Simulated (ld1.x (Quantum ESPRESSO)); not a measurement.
What one change does to a pseudopotential (N (Z = 7), ultrasoft)

- Element: N (Z = 7)
- Generator: ld1.x (Quantum ESPRESSO) 7.5
- Type: ultrasoft
- Functional: LDA (PZ)
- Relativity: non-relativistic
- Frozen core: [He]
- Valence charge: 5
- Reference configuration: 2s2 2p2.5 (charge +0.5)
- Partial waves: 2s (bound): rcut 0.85, rcutus 1.00 bohr; 2s channel at 0.55 Ry: rcut 0.85, rcutus 1.00 bohr; 2p (bound): rcut 0.90, rcutus 1.20 bohr; 2p channel at 4.05 Ry: rcut 0.90, rcutus 1.20 bohr
- Local potential: all-electron potential smoothed inside 1.15 bohr (lloc = -2)
- Core correction: none
- Augmentation charge: built from norm-conserving waves at rcut, not smoothed further

Change: functional PBE.

Cutoffs: the cutoffs (Ry, on a coarse ladder) from which the occupation-weighted sum of valence levels, in a spherical-Bessel basis at the reference potential, stays within 10 and 1 mRy of its value at 400 Ry; they do not see the model core or the augmentation charge, which bear on the density cutoff. Errors are all-electron minus pseudo energies relative to the spin-unpolarised reference configuration.

Problem. Predict the effect on cutoff, ghosts and configuration errors.

Solution. The potential gets neither clearly harder nor softer (45 Ry and 60 Ry → 45 Ry and 60 Ry); the number of tests with a reliable result goes from 9 to 7; of the 7 tests that both files solve, the error grows in 0 and shrinks in 2 by more than 15 % and 0.3 meV (median size 9.9 → 2.8 meV); neither file shows a bound ghost.

```tsv
quantity	base	changed
cutoff, loose	45 Ry	45 Ry
cutoff, tight	60 Ry	60 Ry
bound ghosts	none	none
error for 2s2 2p3, meV [ΔE -5.17 → -5.10 eV]	+0.5	+0.4
error for 2s2 2p2, meV [ΔE 8.57 → 8.50 eV]	+1.5	+1.3
error for 2s2 2p1, meV [ΔE 37.54 → 37.36 eV]	+35	+33
error for 2s1 2p3, meV [ΔE 19.99 → 20.25 eV]	+9.9	+2.8
error for 2s0 2p5, meV [ΔE 17.22 → 17.88 eV]	+45	+34
error for 2s2 2p3.3, meV [ΔE -6.84 → -6.72 eV]	+0.8	+0.8
error for 2s1 2p0, meV [ΔE 162.13 → 162.21 eV]	+606	+533
s: phases at 1.30 bohr within 0.05 rad from the reference energy up to (Ry; the scan ends near 5)	to the end of the scan	to the end of the scan
p: phases at 1.30 bohr within 0.05 rad from the reference energy up to (Ry; the scan ends near 5)	to the end of the scan	to the end of the scan
lowest overlap eigenvalue by channel	s 0.50, p 0.96	s 0.50, p 0.99
```
